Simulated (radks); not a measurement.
Dipole-allowed excitations along the series with 12 electrons in [Ne] 3s2. All-electron calculation, scalar-relativistic Kohn-Sham, LDA (Slater exchange, VWN5 correlation), spin-unpolarised, spherical densities, finite nucleus; Fermi nuclear charge, rms radius of each element as measured or else 0.836 A^(1/3) + 0.57 fm. Program: a radial shooting solver on a logarithmic mesh with Libxc functionals. Time-dependent linear response with the Hartree and adiabatic LDA kernel, continuum included through the Sternheimer equations, no spin-orbit coupling, so fine structure and intercombination lines are absent. Lines are the poles of the dipole polarisability below minus the highest occupied eigenvalue, found on a grid refined at the orbital gaps; the lowest seven at most are given, and weak or close lines can be missed. The first line takes the name of the lowest orbital gap if no other gap lies below it; otherwise a line is named after a gap within 0.6 % of it, if that gap stands alone.

species  -e(HOMO) (eV)  lowest orbital gap (eV)  first line (eV)      f  static alpha (bohr^3)
Ca8+            178.82             3s-3p 21.104   26.810 (3s-3p)   1.01                  1.097
Sc9+            214.81             3s-3p 23.336   29.549 (3s-3p)  0.957                 0.8532
Ti10+           253.92             3s-3p 25.599   32.317 (3s-3p)  0.908                 0.6765
V11+            296.14             3s-3p 27.898   35.120 (3s-3p)  0.865                 0.5453
Cr12+           341.48             3s-3p 30.239   37.964 (3s-3p)  0.827                 0.4457

Estimate the first line of K7+, its oscillator strength and the static polarisability.

Answer. 24.092 eV (3s-3p), f = 1.08, alpha = 1.444 bohr^3.
